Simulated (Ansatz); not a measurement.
`OB[SiH](O)F` + `[AlH3]` → `OB[SiH](F)[AlH2]` + H₂O  (formal exchange of groups at the Si–O bond)

Isolated molecules relaxed with PBE0-D4/def2-TZVP in Ansatz; ΔE leaves out vibrations. CBS: MP2 limit from def2 TZ/QZ plus the TZ coupled-cluster correction, frozen cores. This one scheme is used for every species. Functionals use def2-TZVPP. HSE06 is defined as in plane-wave codes. Each species was taken in one conformer, which may not be the lowest.

```csv
level,ΔE (kJ/mol),difference from CCSD(T)/CBS
HSE06-D4,92.9,-15.8
BHLYP-D4,119.4,10.7
revPBE,85.0,-23.7
BLYP,107.2,-1.5
r2SCAN,105.4,-3.3
r2SCAN0,108.9,0.2
HSE06,94.5,-14.2
HF/def2-SVP,126.6,17.9
SCS-MP2/def2-TZVPP,123.7,15.0
CCSD/def2-TZVPP,114.8,6.1
CCSD(T)/CBS,108.7,0
```

Largest T1 diagnostic among the species: 0.014.

From r2SCAN to r2SCAN0 (25 % exact exchange), in def2-TZVPP and without D4, ΔE moves by +3.5 kJ/mol. In def2-TZVPP, CCSD(T) changes the Hartree–Fock value by −23.8 kJ/mol (the triples alone add −3.0 kJ/mol) and MP2 by −15.3 kJ/mol. Leaving LDA and LC-ωPBE aside and taking each functional with its dispersion term where it has one, the values, not all of them listed here, spread over 35.0 kJ/mol, from PBE-D4 to CAM-B3LYP-D4. LDA lies +6.3 kJ/mol from PBE without D4.
